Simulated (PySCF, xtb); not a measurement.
4,4-difluorobut-1-yne (C4H4F2), SMILES FC(CC#C)F. One conformer was computed; it need not be the lowest.

Harmonic wavenumbers (cm⁻¹) from GFN2-xTB run with xtb at its own minimum, in rising order: 61, 135, 295, 319, 403, 464, 531, 648, 671, 874, 1004, 1024, 1030, 1097, 1153, 1243, 1276, 1314, 1417, 2302, 2890, 2971, 2979, 3402.

Problem. What does PBE-D3(BJ)/def2-SVP in PySCF give at its own minimum? (An estimate is asked for; the answer gives what the named calculation found.)

Solution. 86, 139, 334, 341, 416, 511, 564, 648, 665, 851, 976, 1028, 1086, 1112, 1191, 1253, 1354, 1361, 1374, 2177, 2975, 2983, 3031, 3408. Paired by order, the mean absolute difference is 34 cm⁻¹ and the zero-point energies are 42.2 and 42.7 kcal/mol.
